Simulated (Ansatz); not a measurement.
A run on C₃H₈AlCl₂N, SMILES `CC(C)[NH][Al]([Cl])[Cl]` with other settings.

```yaml
crystal:
  periodic: [false, false, false]
  atoms:
    - {symbol: C, position_ang: [-1.415655, -0.970239, -0.190192]}
    - {symbol: C, position_ang: [-0.254070, -0.146835, 0.346111]}
    - {symbol: C, position_ang: [0.618377, -0.967452, 1.284466]}
    - {symbol: N, position_ang: [0.532309, 0.420677, -0.740390]}
    - {symbol: Al, position_ang: [0.822660, 2.100813, -1.124815]}
    - {symbol: Cl, position_ang: [-0.016430, 3.600281, 0.055066]}
    - {symbol: Cl, position_ang: [2.007371, 2.607285, -2.762293]}
    - {symbol: H, position_ang: [-2.054495, -0.365160, -0.836207]}
    - {symbol: H, position_ang: [-1.044926, -1.816663, -0.777459]}
    - {symbol: H, position_ang: [-2.025114, -1.370501, 0.623804]}
    - {symbol: H, position_ang: [-0.666867, 0.694754, 0.913988]}
    - {symbol: H, position_ang: [1.429517, -0.360107, 1.690395]}
    - {symbol: H, position_ang: [0.034900, -1.368026, 2.117157]}
    - {symbol: H, position_ang: [1.063373, -1.813364, 0.750521]}
    - {symbol: H, position_ang: [0.947149, -0.296263, -1.320755]}
basis:
  gaussian: {orbitals: def2-TZVP, fitting: {mean_field: def2-universal-jkfit}}
hamiltonian: {xc: {name: revPBE0}, dispersion: d3bjatm}
output: {forces: true}
```

```sh
$ ansatz run in.yaml --threads 4 --pin off --events-out ev --progress --plain --max-ram 11315MiB
```

It prints (some lines left out):

```
Functional definition: revPBE0
830 factors; integrals over basis functions are off by at most 4.0e-1 eV
mean field evaluation 1: about -36361.6171 eV, gradient 7.6e1 eV
mean field evaluation 2: about -36339.7288 eV, gradient 1.2e2 eV
mean field evaluation 4: about -36374.2023 eV, gradient 6.5e0 eV
mean field evaluation 8: about -36374.2951 eV, gradient 1.8e-1 eV
mean field evaluation 16: about -36374.2952 eV, gradient 4.6e-5 eV
mean field -36374.29515413 eV, -1336.7306915316 hartree, gradient 4.6e-5 eV, S^2 0.000000; 0 other end points of the search recorded, 0 dependent functions left out
reference -36374.29520396 eV, -1336.7306933627 hartree; 40, 40 occupied and 243, 243 virtual orbitals, 830 factors
Total energy: -36375.12036400 eV, -1336.7610174349 hartree
Atom 0 at    -1.415655    -0.970239    -0.190192 Å, force    -0.088300    -0.064219    -0.040386 eV/Å
Atom 1 at    -0.254070    -0.146835     0.346111 Å, force    -0.036925     0.082997     0.050549 eV/Å
Atom 2 at     0.618377    -0.967452     1.284466 Å, force     0.065825    -0.063899     0.071086 eV/Å
Atom 3 at     0.532309     0.420677    -0.740390 Å, force     0.058424    -0.038344    -0.080560 eV/Å
Atom 4 at     0.822660     2.100813    -1.124815 Å, force    -0.009203    -0.012022     0.012651 eV/Å
Atom 5 at    -0.016430     3.600281     0.055066 Å, force    -0.032740     0.057832     0.045384 eV/Å
Atom 6 at     2.007371     2.607285    -2.762293 Å, force     0.048386     0.019813    -0.067023 eV/Å
Atom 7 at    -2.054495    -0.365160    -0.836207 Å, force     0.001547     0.009016    -0.003876 eV/Å
Atom 8 at    -1.044926    -1.816663    -0.777459 Å, force     0.003902     0.000833     0.000131 eV/Å
Atom 9 at    -2.025114    -1.370501     0.623804 Å, force    -0.000893    -0.000842     0.007480 eV/Å
Atom 10 at    -0.666867     0.694754     0.913988 Å, force     0.006070    -0.011086    -0.007889 eV/Å
Atom 11 at     1.429517    -0.360107     1.690395 Å, force     0.003309     0.008971    -0.002872 eV/Å
Atom 12 at     0.034900    -1.368026     2.117157 Å, force    -0.006909    -0.001041     0.003195 eV/Å
Atom 13 at     1.063373    -1.813364     0.750521 Å, force    -0.001359     0.000551    -0.003829 eV/Å
Atom 14 at     0.947149    -0.296263    -1.320755 Å, force    -0.011134     0.011442     0.015960 eV/Å
Dipole moment:    -0.097259    -0.478525     0.130148 e Å
```

Hardware: 4 threads of an Intel Xeon on a shared host. Wall time 11 s, peak host memory 0.6 GiB.
